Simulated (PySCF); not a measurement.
Stepwise substitution at one centre (Al Br-SiH3). Gas-phase values, no solvent. Strings in code marks are SMILES.

Computed with PySCF 2.14.0 with B3LYP-D3(BJ)/def2-TZVP. B3LYP has the VWN-RPA correlation part, as in Gaussian. Delta-SCF ions had no search for a lower state. Excitations are Tamm–Dancoff values on a coarser integration grid. The basis has no diffuse functions, so Rydberg states are missing or too high.

| species | T1 excitation (TDA) (eV) | vertical ionisation energy (Delta-SCF) (eV) | HOMO (eV) | S1 oscillator strength |
|---|---|---|---|---|
| 0 of 3 Br replaced by SiH3 (`[Br][Al]([Br])[Br]`) | … | 10.40 | -8.36 | … |
| 1 of 3 Br replaced by SiH3 (`[SiH3][Al]([Br])[Br]`) | 4.16 | 9.84 | … | 0.013 |
| 2 of 3 Br replaced by SiH3 (`[SiH3][Al]([Br])[SiH3]`) | 3.09 | 8.94 | -7.09 | 0.000 |
| 3 of 3 Br replaced by SiH3 (`[SiH3][Al]([SiH3])[SiH3]`) | 2.84 | 8.94 | … | 0.000 |

Problem. Some entries are withheld; supply them.

Solution. 
- 0 of 3 Br replaced by SiH3 (`[Br][Al]([Br])[Br]`), T1 excitation (TDA) (eV): 5.22
- 0 of 3 Br replaced by SiH3 (`[Br][Al]([Br])[Br]`), S1 oscillator strength: 0.000
- 1 of 3 Br replaced by SiH3 (`[SiH3][Al]([Br])[Br]`), HOMO (eV): -7.89
- 3 of 3 Br replaced by SiH3 (`[SiH3][Al]([SiH3])[SiH3]`), HOMO (eV): -7.10
